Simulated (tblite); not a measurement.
Compound: C₂H₁₁FO₂Si₃.
SMILES with atom numbers: `[CH3:1][CH2:2][O:3][Si@H:4]([OH:5])[SiH2:6][SiH2:7][F:8]` (hydrogens: H9, H10, H11 on C1; H12, H13 on C2; H14 on Si4; H15 on O5; H16, H17 on Si6; H18, H19 on Si7)

Computed with GFN2-xTB (tblite), gas phase: L-BFGS steps from a force-field or distance-geometry start until the largest atomic force falls under 0.01 eV/Å.

Step 77: E = -764.5003 eV
```
atom  x, y, z in Å  |  force x, y, z in eV/Å
C1     -3.3783    0.4280    0.4690   -0.044   0.029   0.020
C2     -2.4781   -0.3183   -0.5038   -0.032  -0.016   0.010
O3     -1.1721    0.1857   -0.4302   -0.044  -0.003  -0.001
Si4     0.2561   -0.5643   -0.4346   -0.059   0.001  -0.053
O5      0.2332   -1.7359    0.7029    0.062   0.017  -0.001
Si6     1.6989    1.1538    0.0650   -0.021  -0.016  -0.032
Si7     3.7344    0.2854    0.7309   -0.007   0.001   0.008
F8      3.3543   -1.1856    1.3345    0.019   0.010  -0.020
H9     -3.3950    1.4883    0.2262    0.057  -0.015   0.031
H10    -4.3932    0.0434    0.4082    0.013  -0.035   0.004
H11    -3.0093    0.3025    1.4852   -0.011   0.023  -0.053
H12    -2.4856   -1.3877   -0.2759    0.029  -0.023   0.035
H13    -2.8423   -0.1877   -1.5309    0.039   0.019  -0.011
H14     0.4584   -1.2515   -1.7246    0.021  -0.003   0.034
H15     1.0367   -2.1631    0.9896   -0.049   0.018  -0.007
H16     1.9492    2.0081   -1.1094    0.026   0.014   0.003
H17     1.2329    2.1121    1.0862    0.016  -0.002   0.006
H18     4.4852    0.8788    1.8351   -0.007  -0.027  -0.004
H19     4.7047   -0.0826   -0.3008   -0.010   0.008   0.030
```

Step 78: E = -764.5012 eV
```
atom  x, y, z in Å  |  force x, y, z in eV/Å
C1     -3.3784    0.4278    0.4691   -0.036   0.025   0.010
C2     -2.4797   -0.3195   -0.5042   -0.032  -0.012   0.010
O3     -1.1743    0.1859   -0.4330   -0.035  -0.003  -0.002
Si4     0.2540   -0.5637   -0.4368   -0.036   0.006  -0.050
O5      0.2336   -1.7324    0.7037    0.073   0.002   0.007
Si6     1.6980    1.1530    0.0650   -0.020   0.000  -0.083
Si7     3.7309    0.2853    0.7319    0.029  -0.011   0.011
F8      3.3559   -1.1879    1.3331    0.015   0.010  -0.017
H9     -3.3938    1.4875    0.2270    0.049   0.009   0.012
H10    -4.3933    0.0438    0.4105    0.000  -0.039   0.002
H11    -3.0080    0.3048    1.4841   -0.001   0.006  -0.023
H12    -2.4852   -1.3885   -0.2744    0.023  -0.023   0.031
H13    -2.8446   -0.1898   -1.5309    0.033   0.013  -0.009
H14     0.4611   -1.2542   -1.7245    0.013   0.002   0.036
H15     1.0377   -2.1610    0.9878   -0.067   0.028  -0.012
H16     1.9555    2.0094   -1.1096    0.011  -0.008   0.035
H17     1.2373    2.1097    1.0882    0.001   0.016   0.017
H18     4.4816    0.8793    1.8364   -0.011  -0.031  -0.008
H19     4.7020   -0.0800   -0.3006   -0.012   0.011   0.034
```

Step 79: E = -764.5023 eV
```
atom  x, y, z in Å  |  force x, y, z in eV/Å
C1     -3.3777    0.4281    0.4698   -0.023   0.014   0.007
C2     -2.4832   -0.3218   -0.5054   -0.021  -0.007   0.003
O3     -1.1786    0.1871   -0.4426   -0.018  -0.010   0.002
Si4     0.2497   -0.5619   -0.4415    0.000   0.009  -0.024
O5      0.2309   -1.7265    0.7033    0.052   0.003   0.006
Si6     1.6961    1.1515    0.0649   -0.012   0.018  -0.111
Si7     3.7275    0.2852    0.7339    0.053  -0.024   0.009
F8      3.3604   -1.1932    1.3267    0.006   0.010  -0.012
H9     -3.3945    1.4866    0.2234    0.028   0.012  -0.001
H10    -4.3915    0.0395    0.4208    0.008  -0.020   0.004
H11    -2.9981    0.3131    1.4821   -0.005  -0.009  -0.010
H12    -2.4832   -1.3900   -0.2707    0.009  -0.011   0.020
H13    -2.8508   -0.1946   -1.5317    0.021  -0.003   0.004
H14     0.4672   -1.2573   -1.7239    0.001   0.002   0.021
H15     1.0334   -2.1581    0.9872   -0.060   0.030  -0.015
H16     1.9626    2.0101   -1.1079   -0.002  -0.022   0.054
H17     1.2426    2.1075    1.0909   -0.012   0.025   0.020
H18     4.4756    0.8770    1.8415   -0.014  -0.032  -0.009
H19     4.7019   -0.0730   -0.2981   -0.011   0.015   0.032
```

Problem. Estimate the geometry and energy of step 80. (The exact step hangs on the optimiser's Hessian estimate; all steps are aligned on step 79, rigid shifts and turns removed.)

Solution. E = -764.5032 eV, largest force 0.082 eV/Å
```
atom  x, y, z in Å  |  force x, y, z in eV/Å
C1     -3.3771    0.4287    0.4705   -0.006  -0.001   0.001
C2     -2.4872   -0.3245   -0.5066   -0.002  -0.004  -0.005
O3     -1.1836    0.1885   -0.4539   -0.003  -0.015   0.007
Si4     0.2455   -0.5588   -0.4463    0.024   0.011   0.000
O5      0.2265   -1.7204    0.7014    0.012   0.012   0.006
Si6     1.6949    1.1504    0.0642    0.001   0.023  -0.079
Si7     3.7263    0.2843    0.7361    0.042  -0.024   0.001
F8      3.3668   -1.1999    1.3180   -0.005   0.006  -0.005
H9     -3.3973    1.4858    0.2182    0.010   0.008  -0.008
H10    -4.3891    0.0341    0.4330    0.010  -0.003   0.004
H11    -2.9865    0.3217    1.4790   -0.009  -0.015   0.007
H12    -2.4807   -1.3918   -0.2663   -0.006   0.004   0.012
H13    -2.8588   -0.2014   -1.5320    0.009  -0.016   0.009
H14     0.4733   -1.2588   -1.7231   -0.008  -0.001  -0.001
H15     1.0260   -2.1540    0.9886   -0.034   0.023  -0.015
H16     1.9687    2.0093   -1.1053   -0.004  -0.011   0.038
H17     1.2481    2.1077    1.0934   -0.016   0.016   0.008
H18     4.4698    0.8727    1.8482   -0.012  -0.029  -0.002
H19     4.7046   -0.0643   -0.2944   -0.002   0.015   0.021
```

The energy changes by -0.0009 eV. The first-order estimate −F·Δx gives -0.0013 eV and the mean of the old and new forces, exact on a quadratic surface, -0.0008 eV. The step makes an angle of 80° with the force vector and moves no atom by more than 0.015 Å.

What follows is the cost of the whole relaxation. Hardware: one thread, Arm Neoverse N1 (aarch64), no GPU, on a shared host. Cost: 3.1 s.
